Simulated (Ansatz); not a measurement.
```xyz
16

C     1.4000    0.0000    0.0000
C     0.7000    1.2124    0.0000
C    -0.7000    1.2124    0.0000
C    -1.4000    0.0000    0.0000
C    -0.7000   -1.2124    0.0000
C     0.7000   -1.2124    0.0000
C     2.8100    0.0000    0.0000
H     3.3600    0.9300    0.0000
H     3.3600   -0.9300    0.0000
H     1.2425    2.1521    0.0000
C    -1.4050    2.4335    0.0000
H    -2.4854    2.4449    0.0000
H    -0.8746    3.3748    0.0000
H    -2.4850    0.0000    0.0000
H    -1.2425   -2.1521    0.0000
H     1.2425   -2.1521    0.0000
```

Basis set: def2-TZVP (spherical functions). Charge 0, multiplicity 3.

Computed with Ansatz (development build ahead of 0.2.0); each method stands on the lowest determinant of its kind that the runs found. Restricted functionals stand beside restricted open-shell atoms, which can lie above the unrestricted atoms usual in DFT and then raise those values.

The atomization energy at this shape (free ground-state atoms in the same class of orbitals less the molecule, no zero-point energy) of triplet C8H8:

| method | atomization energy |
| --- | --- |
| ωB97X (restricted open-shell) | 76.93 eV |
| PBE0 (unrestricted) | 77.87 eV |
| PBE0 (restricted open-shell) | 78.03 eV |
| ROHF | 58.03 eV |

Q: What does UHF give?

A: 58.23 eV. Caution: another spin multiplicity may lie lower. Caution for UHF: the unrestricted determinant is spin contaminated. Caution for ROHF: an unrestricted determinant lies well below.

The shape needn't be a minimum at these levels.
